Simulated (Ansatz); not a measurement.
CH8Ge (SMILES C.[GeH4]), closed shell: a relaxation.

The input file, in.yaml:

```yaml
crystal:
  periodic: [false, false, false]
  atoms:
    - {symbol: C, position_ang: [0.167704, -0.203232, -1.901144]}
    - {symbol: H, position_ang: [-0.248022, 0.763298, -1.559862]}
    - {symbol: H, position_ang: [-0.607243, -0.988269, -1.814166]}
    - {symbol: H, position_ang: [1.038398, -0.472554, -1.274121]}
    - {symbol: H, position_ang: [0.489155, -0.114372, -2.956137]}
    - {symbol: Ge, position_ang: [-0.168455, 0.202904, 1.900625]}
    - {symbol: H, position_ang: [-0.194133, 1.628262, 1.298129]}
    - {symbol: H, position_ang: [-0.403826, 0.285268, 3.429919]}
    - {symbol: H, position_ang: [1.209425, -0.448874, 1.625822]}
    - {symbol: H, position_ang: [-1.283003, -0.652531, 1.250836]}
basis:
  gaussian: {orbitals: def2-TZVP}
hamiltonian: {xc: pbe0, dispersion: d4}
relax: {f_tol: 0.005, max_steps: 200}
```

Run by:

```bash
ansatz run in.yaml --threads 4 --pin off --events-out ev --progress --plain --max-ram 9574MiB
```

The run's output (Ansatz 0.2.0):

```
Functional definition: PBE0
  name "PBE0"
  cite "Adamo & Barone, J. Chem. Phys. 110, 6158 (1999) doi:10.1063/1.478522"
  cite "Perdew, Burke & Ernzerhof, Phys. Rev. Lett. 77, 3865 (1996) doi:10.1103/PhysRevLett.77.3865"
  parent pbe
  parameter a = 0.25
  parameter kappa = 0.804
  parameter beta = 0.06672455060314922
  exchange = (1 - a)*pbe_x(kappa = kappa, mu = beta*pi^2/3) + a*exact_x
  correlation = pbe_c(beta = beta)
933 factors; their error is unknown
mean field evaluation 1: about -57672.2406 eV, gradient 4.7e1 eV
mean field evaluation 2: about -57671.5408 eV, gradient 4.7e1 eV
mean field evaluation 4: about -57676.7692 eV, gradient 6.5e-1 eV
mean field evaluation 8: about -57677.0318 eV, gradient 2.6e-1 eV
mean field -57677.03185676 eV, -2119.5918258396 hartree, gradient 8.7e-6 eV, S^2 0.000000; 0 other end points of the search recorded, 0 dependent functions left out
the calculation of the forces begins
reference -57677.03188897 eV, -2119.5918270232 hartree; 23, 23 occupied and 104, 104 virtual orbitals, 933 factors
relax step   1: F+E_penalty+E_count = -57677.12049488 eV  Δ(F+E_penalty+E_count) = +0.000e0 eV  max|allowed force component| = 5.262e-1 eV/Å  Δτ_max = 0.0000 Å  (24 SCF iters, accepted)
relax step   2: F+E_penalty+E_count = -57677.14482458 eV  Δ(F+E_penalty+E_count) = -2.433e-2 eV  max|allowed force component| = 1.498e-1 eV/Å  Δτ_max = 0.0458 Å  (28 SCF iters, accepted)
relax step   3: F+E_penalty+E_count = -57677.14632395 eV  Δ(F+E_penalty+E_count) = -1.499e-3 eV  max|allowed force component| = 3.386e-3 eV/Å  Δτ_max = 0.0097 Å  (29 SCF iters, accepted)
relax step   4: F+E_penalty+E_count = -57677.14642851 eV  Δ(F+E_penalty+E_count) = -1.046e-4 eV  max|allowed force component| = 4.090e-3 eV/Å  Δτ_max = 0.0197 Å  (27 SCF iters, accepted)
relax step   5: F+E_penalty+E_count = -57677.14211745 eV  Δ(F+E_penalty+E_count) = +4.311e-3 eV  max|allowed force component| = 3.655e-1 eV/Å  Δτ_max = 0.1525 Å  (26 SCF iters, rejected (line search))
relax step   6: F+E_penalty+E_count = -57677.14658255 eV  Δ(F+E_penalty+E_count) = -1.540e-4 eV  max|allowed force component| = 1.350e-2 eV/Å  Δτ_max = 0.0341 Å  (27 SCF iters, accepted)
relax step   7: F+E_penalty+E_count = -57677.14631712 eV  Δ(F+E_penalty+E_count) = +2.654e-4 eV  max|allowed force component| = 1.234e-1 eV/Å  Δτ_max = 0.0780 Å  (26 SCF iters, rejected (line search))
relax step   8: F+E_penalty+E_count = -57677.14671857 eV  Δ(F+E_penalty+E_count) = -1.360e-4 eV  max|allowed force component| = 2.897e-2 eV/Å  Δτ_max = 0.0380 Å  (27 SCF iters, accepted)
relax step   9: F+E_penalty+E_count = -57677.14678958 eV  Δ(F+E_penalty+E_count) = -7.102e-5 eV  max|allowed force component| = 4.807e-2 eV/Å  Δτ_max = 0.0354 Å  (27 SCF iters, accepted)
relax step  10: F+E_penalty+E_count = -57677.14687646 eV  Δ(F+E_penalty+E_count) = -8.688e-5 eV  max|allowed force component| = 3.194e-2 eV/Å  Δτ_max = 0.0138 Å  (28 SCF iters, accepted)
relax step  11: F+E_penalty+E_count = -57677.14696706 eV  Δ(F+E_penalty+E_count) = -9.060e-5 eV  max|allowed force component| = 1.662e-2 eV/Å  Δτ_max = 0.0448 Å  (26 SCF iters, accepted)
relax step  12: F+E_penalty+E_count = -57677.14706198 eV  Δ(F+E_penalty+E_count) = -9.492e-5 eV  max|allowed force component| = 3.105e-2 eV/Å  Δτ_max = 0.0551 Å  (27 SCF iters, accepted)
relax step  13: F+E_penalty+E_count = -57677.14709082 eV  Δ(F+E_penalty+E_count) = -2.884e-5 eV  max|allowed force component| = 1.199e-2 eV/Å  Δτ_max = 0.0096 Å  (26 SCF iters, accepted)
relax step  14: F+E_penalty+E_count = -57677.14710164 eV  Δ(F+E_penalty+E_count) = -1.082e-5 eV  max|allowed force component| = 6.811e-3 eV/Å  Δτ_max = 0.0075 Å  (28 SCF iters, accepted)
relax step  15: F+E_penalty+E_count = -57677.14711241 eV  Δ(F+E_penalty+E_count) = -1.077e-5 eV  max|allowed force component| = 3.797e-3 eV/Å  Δτ_max = 0.0151 Å  (28 SCF iters, accepted)
relax step  16: F+E_penalty+E_count = -57677.14711552 eV  Δ(F+E_penalty+E_count) = -3.107e-6 eV  max|allowed force component| = 1.237e-3 eV/Å  Δτ_max = 0.0089 Å  (27 SCF iters, accepted)
Total energy: -57677.14714790 eV, -2119.5960627108 hartree
Atom 0 at     0.213111    -0.167738    -1.924088 Å, force     0.000733     0.000458     0.000423 eV/Å
Atom 1 at    -0.095802     0.849238    -1.683317 Å, force    -0.000741    -0.000426    -0.001056 eV/Å
Atom 2 at    -0.545763    -0.869836    -1.579379 Å, force     0.001082     0.000577     0.000036 eV/Å
Atom 3 at     1.161003    -0.385802    -1.432540 Å, force    -0.000917    -0.001212    -0.000624 eV/Å
Atom 4 at     0.333353    -0.264535    -3.002751 Å, force    -0.000068     0.000622     0.001237 eV/Å
Atom 5 at    -0.213061     0.167610     1.923287 Å, force    -0.000191    -0.000129    -0.000919 eV/Å
Atom 6 at    -0.262956     1.560226     1.281548 Å, force    -0.000102    -0.000206     0.000203 eV/Å
Atom 7 at    -0.386473     0.299691     3.442676 Å, force     0.000058    -0.000039     0.000022 eV/Å
Atom 8 at     1.139949    -0.488874     1.619770 Å, force    -0.000308     0.000038     0.000153 eV/Å
Atom 9 at    -1.343360    -0.700079     1.354695 Å, force     0.000454     0.000318     0.000525 eV/Å
Dipole moment:     0.001515    -0.001177    -0.013788 e Å

[the SCF lines of later steps are left out]
```

The lines “mean field evaluation” count trial sets of orbitals through the whole run, from several starts and some on an approximate energy, so they need not fall steadily or lie above the final value.

Hardware: 4 CPU threads of an Intel Xeon Platinum 8488C, shared host. Wall time about 15 s.
